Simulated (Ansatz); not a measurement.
Energy needed to pull apart CH₄SeSi (SMILES [SiH3]C=[Se]), closed shell, into free ground-state atoms, from the structure below (displaced at random from a GFN2-xTB minimum); no zero-point or spin–orbit terms; open-shell atoms are treated unrestricted, in their ground-state multiplicity.

Si1  (-0.650, 0.508, -0.202)
C2  (0.806, -0.721, 0.068)
Se3  (1.720, -0.905, 1.679)
H4  (-1.875, -0.316, -0.530)
H5  (-0.224, 1.403, -1.358)
H6  (-0.894, 1.362, 1.076)
H7  (1.142, -1.329, -0.773)
(Å)

Ansatz 0.2.0; basis: def2-TZVPP; cores frozen in the correlated methods. Filled d shells of the heavier atoms are correlated. The def2 sets are not built for correlating such inner shells, so the correlated values are less sure here.

```
   method  atomization energy (kJ/mol)
   PBE-D4                         2166
r2SCAN-D4                            ?
  PBE0-D4                         2118
 HSE06-D4                         2120
  wB97X-V                         2134
  wB97M-V                         2120
       HF                            ?
      MP2                         2094
     CCSD                         2045
  CCSD(T)                         2090
```

**Question.** What does HF give? (To be estimated.)

**Answer.** Computed: 1503 kJ/mol, which is about 587 kJ/mol less than CCSD(T)/def2-TZVPP.

**Question.** What does r2SCAN-D4 give? (Judge from chemistry; the value comes from the calculation.)

**Answer.** Computed: 2138 kJ/mol, which is about 47 kJ/mol more than CCSD(T)/def2-TZVPP.

In triple zeta the MP2 and coupled-cluster atomization energies are still short of their basis limit by a few kcal/mol a bond, whereas those of the functionals are nearly converged, so these differences are not deviations from converged CCSD(T).

The T1 diagnostic stays at or below 0.019. The restricted Hartree–Fock reference is unstable towards an unrestricted one here. A large double-excitation amplitude points to some diradical character; no triplet was computed.

For scale, one of the runs: CCSD(T)/def2-TZVPP forces, 177 basis functions (an equivalent command: `ansatz run in.yaml --threads 4`). Time: 2.9 min of wall clock on 4 CPU threads; the host was shared. Peak host memory: 2.9 GiB.
